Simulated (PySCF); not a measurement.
C₄H₄ClF, SMILES C1C(=C[C@@H]1F)Cl.

Geometry: TPSSh-D3(BJ)/def2-SVP. The structure was generated by enumeration; whether it is a known compound was not checked.

Calculation: TDA-CAM-B3LYP/def2-SVPD in PySCF 2.14.0.

Vertical excitations. 

```json
[
 {"state": "S1", "energy (eV)": "6.88", "λ (nm)": "180", "f": "0.281", "main pairs": "HOMO→LUMO 80 %"},
 {"state": "S2", "energy (eV)": "7.16", "λ (nm)": "173", "f": "0.006", "main pairs": "HOMO→LUMO+2 68 %"},
 {"state": "S3", "energy (eV)": "7.20", "λ (nm)": "172", "f": "0.055", "main pairs": "HOMO−1→LUMO 79 %"},
 {"state": "S4", "energy (eV)": "7.45", "λ (nm)": "167", "f": "0.005", "main pairs": "HOMO→LUMO+1 87 %"},
 {"state": "S5", "energy (eV)": "7.65", "λ (nm)": "162", "f": "0.002", "main pairs": "HOMO−2→LUMO 76 %, HOMO−3→LUMO 18 %"},
 {"state": "S6", "energy (eV)": "7.86", "λ (nm)": "158", "f": "0.013", "main pairs": "HOMO−3→LUMO 74 %, HOMO−2→LUMO 17 %"},
 {"state": "S7", "energy (eV)": "7.99", "λ (nm)": "155", "f": "0.019", "main pairs": "HOMO→LUMO+3 72 %, HOMO→LUMO+2 11 %"},
 {"state": "S8", "energy (eV)": "8.28", "λ (nm)": "150", "f": "0.019", "main pairs": "HOMO→LUMO+4 86 %"},
 {"state": "S9", "energy (eV)": "8.29", "λ (nm)": "150", "f": "0.010", "main pairs": "HOMO−1→LUMO+2 74 %"},
 {"state": "S10", "energy (eV)": "8.84", "λ (nm)": "140", "f": "0.008", "main pairs": "HOMO→LUMO+5 78 %"},
 {"state": "T1", "energy (eV)": "4.08", "λ (nm)": "304", "f": "0", "main pairs": "HOMO→LUMO 90 %"},
 {"state": "T2", "energy (eV)": "6.62", "λ (nm)": "187", "f": "0", "main pairs": "HOMO→LUMO+2 65 %"},
 {"state": "T3", "energy (eV)": "6.94", "λ (nm)": "179", "f": "0", "main pairs": "HOMO−1→LUMO 89 %"},
 {"state": "T4", "energy (eV)": "7.24", "λ (nm)": "171", "f": "0", "main pairs": "HOMO−2→LUMO 83 %"}
]
```
Triplets are in the Tamm–Dancoff approximation.
